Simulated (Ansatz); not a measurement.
Cost and result for the atomization energy of AlBH₆OSi, SMILES `OB[SiH2][AlH2]` (10 atoms, 9 bonds).

```xyz
10

O    -1.353    1.385   -1.366
B    -0.538    1.358   -0.287
Si    0.996    0.045   -0.237
Al    0.225   -1.972    0.927
H    -2.073    2.018   -1.287
H    -0.775    2.079    0.651
H     2.117    0.635    0.557
H     1.509   -0.288   -1.597
H    -0.070   -1.925    2.489
H    -0.038   -3.334    0.151
```

The species carries charge 0 and has multiplicity 1. The geometry is a stationary point of PBE0-D4/def2-TZVP. It is one conformer, not always the lowest. Program: Ansatz. All runs use 2 threads of an AMD EPYC 9B45 on a shared host. Times are those of one run each, without the atoms' runs, and a repeat can differ threefold. Electronic energies, without spin–orbit coupling; frozen cores. CCSD(T)/CBS adds CCSD(T) − MP2 in def2-TZVPP to the MP2 limit, and its time is that of the two runs behind it. T1 = 0.015. HSE06 is the plane-wave form, built on full-range PBE exchange.

CCSD(T)/CBS is a level of theory with its own doubt, some kJ/mol a heavy atom from the limit and from the frozen cores, so smaller differences don't rank the functionals.

```
                             level  functions  wall time
              revPBE-D4/def2-TZVPP        230        1 s
                BLYP-D4/def2-TZVPP        230      1.1 s
   PBE-D4/def2-TZVPP (with forces)        230      1.4 s
                PBE0-D4/def2-TZVPP        230      1.4 s
                  CCSD(T)/def2-SVP         94      1.4 s
               BHLYP-D4/def2-TZVPP        230      1.6 s
               HSE06-D4/def2-TZVPP        230      1.6 s
r2SCAN-D4/def2-TZVPP (with forces)        230      2.1 s
                 B97M-V/def2-TZVPP        230      4.4 s
  ωB97M-V/def2-TZVPP (with forces)        230      5.5 s
                    MP2/def2-QZVPP        434        9 s
                CCSD(T)/def2-TZVPP        230       28 s
                 CCSD(T)/CBS(def2)          –       37 s
```

Question: What atomization energy does each give, and how far from CCSD(T)/CBS? (An estimate is asked.)

Answer: Ansatz gave: 
```
                             level  atomization (kJ/mol)  difference from CCSD(T)/CBS  per bond
              revPBE-D4/def2-TZVPP                3059.6                        -53.8      -6.0
                BLYP-D4/def2-TZVPP                3091.3                        -22.1      -2.5
   PBE-D4/def2-TZVPP (with forces)                3120.3                          6.9       0.8
                PBE0-D4/def2-TZVPP                3088.0                        -25.4      -2.8
                  CCSD(T)/def2-SVP                2941.7                       -171.7     -19.1
               BHLYP-D4/def2-TZVPP                3053.1                        -60.3      -6.7
               HSE06-D4/def2-TZVPP                3089.8                        -23.6      -2.6
r2SCAN-D4/def2-TZVPP (with forces)                3129.1                         15.7       1.7
                 B97M-V/def2-TZVPP                3157.6                         44.2       4.9
  ωB97M-V/def2-TZVPP (with forces)                3117.0                          3.6       0.4
                    MP2/def2-QZVPP                3096.7                        -16.7      -1.9
                CCSD(T)/def2-TZVPP                3036.1                        -77.3      -8.6
                 CCSD(T)/CBS(def2)                3113.4                          0.0       0.0
```

The D4 term adds +28.5 kJ/mol with B3LYP and +15.1 kJ/mol with PBE0; it sums over pairs of atoms, weighted by their polarisabilities, and B3LYP, whose exchange is more repulsive, gets the larger term. From PBE to PBE0 (25 % exact exchange), in def2-TZVPP and without D4, the atomization energy moves by −29.8 kJ/mol: exact exchange takes away binding that semilocal exchange gives to molecules. At CCSD(T), def2-SVP lies −171.7 kJ/mol from the extrapolated value and def2-TZVPP −77.3 kJ/mol: correlation converges slowly with the basis, and small sets miss more of it in the bonded molecule than in its fragments.

B3LYP here is the variant with VWN-RPA as its local correlation; programs differ in this.
